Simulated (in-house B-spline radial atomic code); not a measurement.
Results of a calculation; reference values are marked as such.
## Correlation energy from the adiabatic connection: −V exp(−r²/w²), V = 8.73, w = 10.6

Two electrons in a singlet, external potential −V exp(−r²/w²), V = 8.73, w = 10.6 (atomic units). Full CI in B-splines (partial waves to l = 8, correlation up to 0.6 % small) with the density held fixed gives W(λ) = <V_ee>_λ − U, and E_c is the integral of W(λ) − W(0) from 0 to 1.

```json
{"λ": "0", "W(λ) − W(0) (hartree)": "0.00000"}
{"λ": "0.02", "W(λ) − W(0) (hartree)": "-0.00200"}
{"λ": "0.05", "W(λ) − W(0) (hartree)": "-0.00492"}
{"λ": "0.12", "W(λ) − W(0) (hartree)": "-0.01139"}
{"λ": "0.25", "W(λ) − W(0) (hartree)": "-0.02223"}
{"λ": "0.4", "W(λ) − W(0) (hartree)": "-0.03308"}
{"λ": "0.6", "W(λ) − W(0) (hartree)": "-0.04532"}
{"λ": "0.8", "W(λ) − W(0) (hartree)": "-0.05553"}
{"λ": "1", "W(λ) − W(0) (hartree)": "-0.06414"}
```

Task: Integrate the table by the trapezoid rule.

Result: The strips give -0.00002, -0.00010, -0.00057, -0.00219, -0.00415, -0.00784, -0.01009, -0.01197, which sum to -0.03692 hartree. The direct value, W(1) − W(0) + T_c with T_c = 0.02709, is -0.03705; the curve is convex, so chords lie above it and the trapezoids fall short in size by 0.36 %.

Task: Now use only three numbers: W(0) = -0.44515, the initial slope W'(0) = -0.1011 (extrapolated from the first points) and the strong-coupling limit of the point-charge-plus-continuum model, W∞ = -0.60696. What do second-order theory and the interpolation W(λ) = W∞ + (W(0) − W∞)/√(1 + 2χλ) of Seidl, Perdew and Levy give?

Result: Second order keeps the slope alone: E_c = W'(0)/2 = -0.05055, +36 % in size against -0.03705. Matching the slope fixes χ = W'(0)/(W∞ − W(0)) = -0.1011/(-0.16181) = 0.62481. Integrating, with s = √(1 + 2χ) = 1.499871, E_c = −(W(0) − W∞)(s − 1)/(s + 1) = −0.16181 × 0.499871/2.499871 = -0.03236 hartree, -12.7 % in size against the full result. At λ = 1 the formula gives W − W(0) = -0.05393 against -0.06414. Part of the miss can come from the model's W∞.
